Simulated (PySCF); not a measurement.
# One molecule, several mistakes: BCGeH7N

Calculated results; nothing here was measured. They come from PySCF 2.14.0, an open-source quantum chemistry program, on an isolated molecule that a program drew, which may never have been made. The molecule is BCGeH7N (charge 0, doublet), drawn as the SMILES string `[CH2]B[NH][GeH3]`.

Each row is a Hartree-Fock (HF) and frozen-core CCSD(T) single point in the cc-pVDZ basis, meant for a local HF minimum. Run 1 is clean. Each other run has one planted mistake out of seven kinds, and not every kind appears here: one electron removed, one electron added, multiplicity raised by two, geometry at a saddle point, minimal basis STO-3G, one bond length entered in bohr, all coordinates scaled. The reference is restricted for singlets and unrestricted otherwise, and also for a bond in bohr. Adding or removing an electron swaps singlet and doublet. Electrons count all cores. HOMO and LUMO are orbital energies over both spins, the gradient is its largest component, and the lowest frequency (negative if imaginary) is given only where the gradient is small. Bond lengths are over the 10 bonds as drawn. T1 is the CCSD diagnostic: over 0.02 (restricted) or 0.045 (unrestricted) a single reference is doubtful. Germanium has the cc-pVDZ-PP basis, with a core potential (ECP10MDF) in place of its 10 inner electrons, and its 3s, 3p and 3d shells are frozen in CCSD(T).

Geometry of the clean run:
```xyz
11
BCGeH7N, angstrom
C     2.2308   -1.1554   -0.0178
B     2.4089    0.2433    0.6389
N     1.7434    1.3964    0.1727
Ge    0.5578    1.5833   -1.2393
H     2.7504   -2.0327    0.3543
H     1.5903   -1.3534   -0.8744
H     3.1448    0.3593    1.5879
H     1.9322    2.2449    0.6712
H     0.1602    3.0603   -1.2709
H     1.2305    1.1899   -2.5556
H    -0.6775    0.7090   -1.0172
```

```
run,electrons,basis functions,<S^2>,HOMO (eV),LUMO (eV),gradient (hartree/bohr),lowest frequency (cm^-1),mean bond (Å),longest bond (Å),T1,HF (hartree),CCSD(T) (hartree),mistake
1,57,100,0.761,-9.95,2.17,1.1e-05,76,1.3790,1.853,0.0154,-414.46684,-415.00760,no fault
2,56,100,0.000,-16.08,-6.91,7.5e-02,-,1.3790,1.853,0.0407,-414.15651,-414.69488,one electron removed
3,57,100,3.770,-2.57,-1.54,9.1e-02,-,1.3790,1.853,0.0291,-414.22224,-414.74231,?
4,58,100,0.000,-0.59,7.95,1.0e-01,-,1.3790,1.853,0.0158,-414.42776,-415.01418,?
```

**Which mistake was planted in run 3, and what did it cost?**

Electrons, basis and geometry are unchanged, and <S^2> is 3.770, beside S(S+1) = 3.75 for a multiplicity of 4. So the mistake is: multiplicity raised by two. Subtracting run 1 and multiplying by 627.51 kcal/mol a hartree, the energy moved by 153.5 kcal/mol in HF and 166.5 kcal/mol in CCSD(T).

**Which mistake was planted in run 4, and what did it cost?**

It counts 58 electrons, one more than the clean run, at the same geometry and basis. So the mistake is: one electron added. Subtracting run 1 and multiplying by 627.51 kcal/mol a hartree, the energy moved by 24.5 kcal/mol in HF and -4.1 kcal/mol in CCSD(T).

Cautions from the logs. Run 2: T1 is over the limit, so its CCSD(T) energy is less reliable.
